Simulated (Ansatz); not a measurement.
Geometry optimisation, RHF/def2-SVP (Ansatz 0.2.0).

The input (input.yaml):

```yaml
crystal:
  periodic: [false, false, false]
  atoms:
    - { symbol: Ge, position_ang: [0.0, 0.0, 0.0] }
    - { symbol: O, position_ang: [0.0, 0.0, 1.77] }
    - { symbol: H, position_ang: [-0.9095, -0.2814, 2.1071] }
    - { symbol: Cl, position_ang: [2.0935, 0.0, -0.7393] }
    - { symbol: Cl, position_ang: [-1.0456, 1.8115, -0.7393] }
    - { symbol: Cl, position_ang: [-1.0456, -1.8115, -0.7393] }
basis:
  gaussian: { orbitals: def2-SVP }
hamiltonian:
  xc: hf
relax:
  f_tol: 0.02
  max_steps: 40
```

Run as:

```bash
$ ansatz run input.yaml --threads 2 --pin off --max-ram 3072MiB --backend cpu --events-out ev --progress --plain --runs-dir out
```

Question: Where does it end, and by what steps?

Answer: The run converged. After 5 steps the energy has fallen by 0.399 eV; H3 moved furthest, 0.16 Å.

```json
{"step": "0", "energy less start (eV)": "0.0000", "largest force component (eV/Å)": "2.803", "accepted": "yes"}
{"step": "1", "energy less start (eV)": "-0.3696", "largest force component (eV/Å)": "1.010", "accepted": "yes"}
{"step": "2", "energy less start (eV)": "-0.3863", "largest force component (eV/Å)": "0.300", "accepted": "yes"}
{"step": "3", "energy less start (eV)": "-0.3972", "largest force component (eV/Å)": "0.183", "accepted": "yes"}
{"step": "4", "energy less start (eV)": "-0.3990", "largest force component (eV/Å)": "0.144", "accepted": "yes"}
{"step": "5", "energy less start (eV)": "-0.3995", "largest force component (eV/Å)": "0.016", "accepted": "yes"}
```

```xyz
6
Properties=species:S:1:pos:R:3
Ge -0.017 -0.029 -0.021
O -0.007 -0.082 1.705
H -0.836 -0.148 2.158
Cl 2.002 0.008 -0.658
Cl -1.037 1.709 -0.713
Cl -1.011 -1.739 -0.812
```

Whether the end is a true minimum wasn't checked by a vibrational analysis.

The run took 12 s on 2 threads of Arm Neoverse V2, with other jobs on the host, peak memory 0.24 GiB.
